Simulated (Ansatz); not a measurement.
One change: `[CH3][Zn][TeH]` becomes `[CH3][Zn][PH2]`.

Ansatz, PBE0-D4/def2-TZVP geometries, multiplicity 1. Each molecule was computed in one conformer, which needn't be the lowest.

Elements past krypton have def2 core potentials. Scalar relativity is left out up to krypton.

| property | `[CH3][Zn][TeH]` |
| --- | --- |
| HOMO energy (ωB97M-V/def2-TZVPP) / eV | -8.40 |
| size of the dipole moment (B3LYP/def2-TZVPP) / D | 1.39 |
| LUMO energy (B3LYP/def2-TZVPP) / eV | -0.96 |
| size of the dipole moment (ωB97M-V/def2-TZVPP) / D | 1.46 |
| size of the dipole moment (PBE/def2-TZVPP) / D | 1.35 |
| HOMO–LUMO gap (ωB97M-V/def2-TZVPP) / eV | 9.19 |

Question: Give the same properties after the change, and the shifts. (Estimate.)

Answer: Computed: 
```
                                          property  `[CH3][Zn][PH2]`  shift
             HOMO energy (ωB97M-V/def2-TZVPP) / eV             -8.83  -0.43
  size of the dipole moment (B3LYP/def2-TZVPP) / D              1.14  -0.25
               LUMO energy (B3LYP/def2-TZVPP) / eV             -0.70   0.26
size of the dipole moment (ωB97M-V/def2-TZVPP) / D              1.16  -0.30
    size of the dipole moment (PBE/def2-TZVPP) / D              1.18  -0.17
           HOMO–LUMO gap (ωB97M-V/def2-TZVPP) / eV              9.79   0.60
```

With PBE0 the HOMO falls by 0.44 eV and the LUMO rises by 0.27 eV, so the gap widens by about 0.71 eV. PBE moves the HOMO by -0.42 eV and ωB97M-V by -0.43 eV. Dipoles are sizes alone; their direction can turn.

B3LYP here is the variant with VWN-RPA as its local correlation; programs differ in this.

Spin–orbit coupling is left out; it splits and shifts lone-pair levels of the heavy atoms by tenths of an eV.
